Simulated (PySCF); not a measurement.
Static response to an electric field

Compound: C₆H₉OS (charge +1).
Cartesian coordinates in Å at the GFN2-xTB level; atoms count from 1:
```xyz
17
C6H9OS angstrom
C      2.5618   -0.2785   -0.5270
S      1.4266    0.7058    0.5051
O      1.6635    2.0718    0.1481
C     -0.3024    0.1641   -0.5224
C     -1.2532    1.1522   -0.1759
C     -2.1630    0.6492    0.7661
C     -1.8993   -0.6756    0.9757
C     -0.7807   -1.1175    0.1213
H      2.2408   -1.3118   -0.5928
H      3.5328   -0.2398   -0.0361
H      2.6610    0.1694   -1.5111
H      0.1099    0.1540   -1.5237
H     -1.2482    2.1619   -0.5515
H     -2.9473    1.2199    1.2283
H     -2.4171   -1.3270    1.6573
H     -0.0320   -1.6849    0.6760
H     -1.1602   -1.8012   -0.6473
```

Level: PBE0/def2-SVPD (PySCF), static field, nuclei fixed, core orbitals frozen in the response. The polarisability tensor in these axes (au):

```
x   133.31   9.79 -12.59
y     9.79  90.33  -2.06
z   -12.59  -2.06  68.71
```

Task: Diagonalise the tensor; give its mean and Δα, where Δα² is half the sum of the squared differences of the eigenvalues.

Result: Principal values 66.34, 88.22 and 137.78 au; mean 97.45 au = 14.44 Å³ = 16.07 × 10⁻⁴⁰ C²·m²/J; Δα = 63.40 au (65 % of the mean).

Task: What are the principal values of the traceless quadrupole moment, Θ = ½Σq(3rr − r²1), about the centre of nuclear charge?

Result: -12.85, -7.19, 20.03 D·Å. The values depend on the origin, since the species is charged. The electronic extent ⟨r²⟩ about the same centre is 1138 bohr², a root-mean-square distance of 2.17 Å for the 68 electrons.

Task: Rayleigh depolarisation ratio (linearly polarised light, static tensor)?

Result: ρ = 3Δα²/(45ᾱ² + 4Δα²) = 12058.8/(427340 + 16078.4) = 0.0272.

Task: Form Σ f/ω² (atomic units) for the 8 lowest TDDFT singlets, given as eV and f, and set it beside the mean polarisability, which is this sum over all singlets: 2.53, 0.0334; 3.64, 0.2130; 5.08, 0.0660; 5.49, 0.0182; 5.77, 0.0018; 5.97, 0.0041; 6.14, 0.0027; 6.22, 0.0046.

Result: They add up to 18.34 au, 18.8 % of the 97.45 au; the largest single term is 11.89 au, from the state at 3.64 eV. Terms in order: 3.85, 11.89, 1.89, 0.45, 0.04, 0.09, 0.05, 0.09 au. Higher excitations give the rest. The strengths listed sum to 0.344.

Task: Directions of the eigenvectors, and the extent of the frame along each?

Result: Largest value along (0.96, 0.21, -0.18), where the nuclei span 6.25 Å; middle along (-0.20, 0.98, 0.03), 4.11 Å; least along (0.18, 0.01, 0.98), 2.65 Å. The response follows the extents in order.

Isolated species at its GFN2-xTB geometry (one conformer only).

The run behind these numbers computed excited states as well. The run took 51 s on one thread of an Arm Neoverse V1, no GPU, shared host with 32 logical CPUs at a one-minute load of 13, and the process peaked at 0.97 GiB of memory.
